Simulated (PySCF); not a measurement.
A structure optimised at B3LYP-D3(BJ)/def2-TZVP, used in a PySCF frequency run:

```
Al
O 1 1.6876
H 2 0.9584 1 124.93
H 1 1.5571 2 119.14 3 180.00
Cl 1 2.1042 4 120.99 2 180.00
```
Charge 0, spin multiplicity 1.

Question: Write its SMILES, formula and point group.

Answer: [OH][AlH][Cl], AlClH2O, Cs

Question: What are its rotational constants (standard atomic weights)?

Answer: 24.774, 3.6564, 3.1862 GHz
